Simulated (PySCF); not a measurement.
CSi₂, SMILES [Si]=C=[Si] (connectivity only; charge and spin as stated), neutral, multiplicity 1.

Coordinates come from a r2SCAN-D4/def2-TZVP optimisation. A frequency run showed that this geometry is not a minimum.

Computed with TDA-PBE/def2-TZVPD run with PySCF.

Vertical excitations; the highest root listed may be one member of a degenerate set. Gas-phase values at a fixed geometry. State labels are in the subgroup D2h.

Give excitation energies, oscillator strengths and character. (An estimate is asked for; the answer gives what the named calculation found.)


```csv
state,symmetry,energy (eV),λ (nm),f,main pairs
S1,Au,2.85,434,0.000,"HOMO−1→LUMO+1 50 %, HOMO−2→LUMO 50 %"
S2,B3u,2.96,419,0.039,HOMO→LUMO (degenerate set)
S3,B2u,2.96,419,0.039,HOMO→LUMO+1 (degenerate set)
S4,Au,2.98,416,0.000,"HOMO−2→LUMO, HOMO−1→LUMO+1 (degenerate set)"
S5,B1u,2.98,416,0.000,"HOMO−1→LUMO, HOMO−2→LUMO+1 (degenerate set)"
S6,B3g,4.69,264,0.000,"HOMO−3→LUMO+1, HOMO→LUMO+2 (degenerate set)"
S7,B2g,4.69,264,0.000,"HOMO−3→LUMO, HOMO→LUMO+3 (degenerate set)"
S8,B1g,5.18,239,0.000,"HOMO−1→LUMO+2 50 %, HOMO−2→LUMO+3 50 %"
S9,Ag,5.33,233,0.000,"HOMO−1→LUMO+3, HOMO−2→LUMO+2 (degenerate set)"
S10,B1g,5.33,233,0.000,"HOMO−2→LUMO+3, HOMO−1→LUMO+2 (degenerate set)"
T1,B2u,2.21,562,0,HOMO→LUMO+1 (degenerate set)
T2,B3u,2.21,562,0,HOMO→LUMO (degenerate set)
T3,B1u,2.25,552,0,"HOMO−1→LUMO 50 %, HOMO−2→LUMO+1 50 %"
T4,Au,2.46,505,0,"HOMO−1→LUMO+1 50 %, HOMO−2→LUMO 50 %"
```
Triplets are in the Tamm–Dancoff approximation.
